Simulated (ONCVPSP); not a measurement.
## Plane-wave convergence, ONCV potential for Re

| Item | Value |
| --- | --- |
| Element | rhenium (Re) |
| Generator | ONCVPSP 4.0.1 |
| Type | optimised norm-conserving Vanderbilt (ONCV) |
| Functional | LDA (Perdew-Wang 92) |
| Relativity | fully relativistic |
| Frozen core | [Kr] 4d10 4f14 |
| Valence charge | 15 |
| Reference configuration | 5s2 5p6 5d5 6s1.5 (charge +0.5) |
| Partial waves | 5s+6s: rc 1.80 bohr, ncon 3, nbas 7, qcut 6.6 1/bohr, 2 projectors; 5p: rc 1.30 bohr, ncon 4, nbas 7, qcut 7.2 1/bohr, 2 projectors, debl 2.1 Ha; 5d: rc 2.15 bohr, ncon 4, nbas 8, qcut 5.9 1/bohr, 2 projectors, debl 1.7 Ha |
| Local potential | polynomial inside 0.90 bohr (lpopt 5, dvloc0 2 Ha) |
| Core correction | polynomial model core, fcfact 0.64 |

Open shells are filled in proportion to 2j + 1.

Question: For each optimised wave give the share of its norm inside rc, the residual kinetic energy above qcut (Ha) and the cutoffs (Ha) for errors of 10, 1, 0.1 and 0.01 mHa per electron.

Answer:

```csv
wave,norm inside rc,residual KE,10 mHa,1 mHa,0.1 mHa,0.01 mHa
5s,0.973,3.3e-06,8.8,14.5,17.7,20.3
6s,0.098,6.3e-06,5.5,14.3,18.2,21.0
5p j=3/2,0.607,2.2e-03,20.8,40.6,81.8,97.1
p projector 2 j=3/2,0.088,8.9e-04,16.8,25.8,47.8,91.0
5p j=1/2,0.705,2.7e-03,20.4,45.0,84.9,114.0
p projector 2 j=1/2,0.083,1.2e-03,11.9,26.6,51.4,87.3
5d j=5/2,0.682,2.5e-05,10.6,13.5,16.1,24.1
d projector 2 j=5/2,0.113,5.3e-05,10.9,14.1,16.7,24.5
5d j=3/2,0.717,3.6e-05,11.0,13.9,16.5,32.3
d projector 2 j=3/2,0.115,7.7e-05,11.2,14.4,17.1,27.1
```

The occupied waves need 45 Ha and 85 Ha for 1 and 0.1 mHa. Note: ghosts flagged at negative energy: s at -69.6 eV, d3/2 at -347.9 eV; GHOST(+) flagged for p3/2 at 215.7 eV, p1/2 at 292.3 eV, d5/2 at 588.3 eV. A true bound ghost makes a file unfit for plane-wave use.
